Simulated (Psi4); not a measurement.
Internal rotation in SMILES [SeH][SiH2]Br (H₃BrSeSi). Scanned: dihedral H4–Se1–Si2–Br3; all other coordinates were relaxed at GFN2-xTB. Points at φ and −φ are mirror images. Heavy atoms are numbered in the order of the SMILES [SeH][SiH2]Br, hydrogens after them in the order of the atoms that carry them; the mirror image has the same energies with the sign of each dihedral reversed.

Levels of theory: PBE/def2-TZVP // GFN2-xTB (Psi4); PBE-D3(BJ)/def2-TZVP // GFN2-xTB (Psi4); PBE0-D3(BJ)/def2-TZVP // GFN2-xTB (Psi4); MP2/cc-pVTZ = Psi4 with DF-MP2 (frozen core)/cc-pVTZ // GFN2-xTB.

Energies relative to the lowest point of each profile, in kJ/mol; the last columns give the difference from MP2:

```json
[
 {"φ / °": "-150", "PBE/def2-TZVP": "5.0", "PBE-D3(BJ)/def2-TZVP": "5.1", "PBE0-D3(BJ)/def2-TZVP": "4.7", "MP2/cc-pVTZ": "4.3", "PBE/def2-TZVP − MP2/cc-pVTZ": "0.7", "PBE-D3(BJ)/def2-TZVP − MP2/cc-pVTZ": "0.8", "PBE0-D3(BJ)/def2-TZVP − MP2/cc-pVTZ": "0.3"},
 {"φ / °": "-120", "PBE/def2-TZVP": "3.6", "PBE-D3(BJ)/def2-TZVP": "3.7", "PBE0-D3(BJ)/def2-TZVP": "3.9", "MP2/cc-pVTZ": "4.1", "PBE/def2-TZVP − MP2/cc-pVTZ": "-0.6", "PBE-D3(BJ)/def2-TZVP − MP2/cc-pVTZ": "-0.4", "PBE0-D3(BJ)/def2-TZVP − MP2/cc-pVTZ": "-0.2"},
 {"φ / °": "-90", "PBE/def2-TZVP": "0.0", "PBE-D3(BJ)/def2-TZVP": "0.2", "PBE0-D3(BJ)/def2-TZVP": "0.5", "MP2/cc-pVTZ": "0.8", "PBE/def2-TZVP − MP2/cc-pVTZ": "-0.7", "PBE-D3(BJ)/def2-TZVP − MP2/cc-pVTZ": "-0.6", "PBE0-D3(BJ)/def2-TZVP − MP2/cc-pVTZ": "-0.3"},
 {"φ / °": "-60", "PBE/def2-TZVP": "0.0", "PBE-D3(BJ)/def2-TZVP": "0.0", "PBE0-D3(BJ)/def2-TZVP": "0.0", "MP2/cc-pVTZ": "0.0", "PBE/def2-TZVP − MP2/cc-pVTZ": "0.0", "PBE-D3(BJ)/def2-TZVP − MP2/cc-pVTZ": "0.0", "PBE0-D3(BJ)/def2-TZVP − MP2/cc-pVTZ": "0.0"},
 {"φ / °": "-30", "PBE/def2-TZVP": "5.5", "PBE-D3(BJ)/def2-TZVP": "5.4", "PBE0-D3(BJ)/def2-TZVP": "4.9", "MP2/cc-pVTZ": "4.6", "PBE/def2-TZVP − MP2/cc-pVTZ": "0.9", "PBE-D3(BJ)/def2-TZVP − MP2/cc-pVTZ": "0.8", "PBE0-D3(BJ)/def2-TZVP − MP2/cc-pVTZ": "0.3"},
 {"φ / °": "0", "PBE/def2-TZVP": "9.5", "PBE-D3(BJ)/def2-TZVP": "9.3", "PBE0-D3(BJ)/def2-TZVP": "8.6", "MP2/cc-pVTZ": "8.2", "PBE/def2-TZVP − MP2/cc-pVTZ": "1.3", "PBE-D3(BJ)/def2-TZVP − MP2/cc-pVTZ": "1.1", "PBE0-D3(BJ)/def2-TZVP − MP2/cc-pVTZ": "0.4"},
 {"φ / °": "30", "PBE/def2-TZVP": "5.5", "PBE-D3(BJ)/def2-TZVP": "5.4", "PBE0-D3(BJ)/def2-TZVP": "4.9", "MP2/cc-pVTZ": "4.6", "PBE/def2-TZVP − MP2/cc-pVTZ": "0.9", "PBE-D3(BJ)/def2-TZVP − MP2/cc-pVTZ": "0.8", "PBE0-D3(BJ)/def2-TZVP − MP2/cc-pVTZ": "0.3"},
 {"φ / °": "60", "PBE/def2-TZVP": "0.0", "PBE-D3(BJ)/def2-TZVP": "0.0", "PBE0-D3(BJ)/def2-TZVP": "0.0", "MP2/cc-pVTZ": "0.0", "PBE/def2-TZVP − MP2/cc-pVTZ": "0.0", "PBE-D3(BJ)/def2-TZVP − MP2/cc-pVTZ": "0.0", "PBE0-D3(BJ)/def2-TZVP − MP2/cc-pVTZ": "0.0"},
 {"φ / °": "90", "PBE/def2-TZVP": "0.0", "PBE-D3(BJ)/def2-TZVP": "0.2", "PBE0-D3(BJ)/def2-TZVP": "0.5", "MP2/cc-pVTZ": "0.8", "PBE/def2-TZVP − MP2/cc-pVTZ": "-0.7", "PBE-D3(BJ)/def2-TZVP − MP2/cc-pVTZ": "-0.6", "PBE0-D3(BJ)/def2-TZVP − MP2/cc-pVTZ": "-0.3"},
 {"φ / °": "120", "PBE/def2-TZVP": "3.6", "PBE-D3(BJ)/def2-TZVP": "3.7", "PBE0-D3(BJ)/def2-TZVP": "3.9", "MP2/cc-pVTZ": "4.1", "PBE/def2-TZVP − MP2/cc-pVTZ": "-0.6", "PBE-D3(BJ)/def2-TZVP − MP2/cc-pVTZ": "-0.4", "PBE0-D3(BJ)/def2-TZVP − MP2/cc-pVTZ": "-0.2"},
 {"φ / °": "150", "PBE/def2-TZVP": "5.0", "PBE-D3(BJ)/def2-TZVP": "5.1", "PBE0-D3(BJ)/def2-TZVP": "4.7", "MP2/cc-pVTZ": "4.3", "PBE/def2-TZVP − MP2/cc-pVTZ": "0.7", "PBE-D3(BJ)/def2-TZVP − MP2/cc-pVTZ": "0.8", "PBE0-D3(BJ)/def2-TZVP − MP2/cc-pVTZ": "0.3"},
 {"φ / °": "180", "PBE/def2-TZVP": "4.7", "PBE-D3(BJ)/def2-TZVP": "4.8", "PBE0-D3(BJ)/def2-TZVP": "4.0", "MP2/cc-pVTZ": "3.2", "PBE/def2-TZVP − MP2/cc-pVTZ": "1.4", "PBE-D3(BJ)/def2-TZVP − MP2/cc-pVTZ": "1.5", "PBE0-D3(BJ)/def2-TZVP − MP2/cc-pVTZ": "0.7"}
]
```

PBE/def2-TZVP is furthest from MP2/cc-pVTZ at 180 (1.4 kJ/mol, above); its mean absolute difference over the points is 0.7 kJ/mol.

PBE-D3(BJ)/def2-TZVP is furthest from MP2/cc-pVTZ at 180 (1.5 kJ/mol, above); its mean absolute difference over the points is 0.6 kJ/mol.

PBE0-D3(BJ)/def2-TZVP is furthest from MP2/cc-pVTZ at 180 (0.7 kJ/mol, above); its mean absolute difference over the points is 0.3 kJ/mol.
